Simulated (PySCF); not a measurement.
**Simulated absorption spectrum**

Species: C4H8OSi2.
Atom-mapped SMILES: `[OH:1][SiH:2]1[CH:3]=[CH:4][SiH2:5][CH:6]=[CH:7]1` (hydrogens: H8 on O1; H9 on Si2; H10 on C3; H11 on C4; H12, H13 on Si5; H14 on C6; H15 on C7)

Theory: TDDFT wB97X-D/def2-SVPD, vertical, gas phase, core orbitals frozen in the response in PySCF. One conformer (not necessarily the lowest) at the PBE0-D3(BJ)/def2-SVP geometry, without solvent, vibrations or thermal averaging. Torsions of this conformer, `[OH:1][SiH:2]1[CH:3]=[CH:4][SiH2:5][CH:6]=[CH:7]1`: H–O1–Si2–C3 62°.

Each state is given a Gaussian of 0.25 eV full width at half maximum, with ε(max) = 2.175×10⁸ f / Δν̃ (Δν̃ the width in cm⁻¹). The cross-section is σ = 3.8235×10⁻²¹ ε cm², given in Mb (10⁻¹⁸ cm²). The width is an assumption, not a result. The curve ends short of the highest state used, and states not computed would add to its high-energy end.

λ (nm), σ (Mb) and a bar:
```
    182.5       4.15 #
    184.1       7.83 ##
    185.7      20.13 ######
    187.3      45.25 ############
    188.8      77.04 #####################
    190.4     104.81 #############################
    192.0     109.53 ##############################
    193.6      88.82 ########################
    195.2      56.58 ###############
    196.7      30.15 ########
    198.3      12.61 ###
    199.9       4.46 #
    201.5       1.46 
    203.1       0.52 
    204.6       0.26 
    206.2       0.22 
    207.8       0.35 
    209.4       0.63 
    210.9       0.98 
    212.5       1.35 
    214.1       1.56 
    215.7       1.52 
    217.3       1.27 
    218.8       0.93 
    220.4       0.59 
    222.0       0.33 
    223.6       0.18 
    225.2       0.13 
    226.7       0.13 
    228.3       0.17 
    229.9       0.22 
    231.5       0.26 
    233.1       0.27 
    234.6       0.25 
    236.2       0.21 
    237.8       0.15 
    239.4       0.10 
    240.9       0.06 
    242.5       0.04 
    244.1       0.02 
    245.7       0.01 
    247.3       0.00 
    248.8       0.00 
    250.4       0.00
```

Question: Locate the maxima and give the states behind the curve.

Answer: 233 nm (5.33 eV), ε about 70, made up of S1 (100%); 215 nm (5.78 eV), ε about 410, made up of S2 (100%); 191 nm (6.48 eV), ε about 29000, made up of S4 (100%) (ε in L mol⁻¹ cm⁻¹; maxima over ε = 5, shares over 10%). The states used: S1 5.33 eV (f 0.0006); S2 5.78 eV (f 0.0038); S3 6.19 eV (f 0.0009); S4 6.47 eV (f 0.269); S5 6.69 eV (f 0.0040); S6 6.94 eV (f 0.012); S7 7.19 eV (f 0.0086); S8 7.25 eV (f 0.581); S9 7.35 eV (f 0.0075); S10 7.39 eV (f 0.0050).

Question: On this curve, what absorbance would a 10⁻⁴ mol/L sample give at 193 nm over a 1 cm path?

Answer: 193 nm is 6.424 eV, where ε is about 26000 L mol⁻¹ cm⁻¹, so A = ε c l ≈ 2.6 (Beer–Lambert, with the gas-phase spectrum and the assumed width).

Question: Coming from long wavelengths, where does ε first pass 100 L mol⁻¹ cm⁻¹?

Answer: At about 222 nm (5.59 eV), 0.27 eV above S1.

Question: Does any computed singlet lie in the visible range?

Answer: No computed singlet lies in the visible range (380 to 750 nm); the lowest, at 233 nm, stands 2.06 eV above its violet end (3.26 eV).

All these states lie below the vertical ionisation energy of 9.83 eV (ΔSCF).

Hardware: an Arm Neoverse V2 with one thread, on a shared host. Cost: 2.7 min wall, 0.96 GiB resident at most.
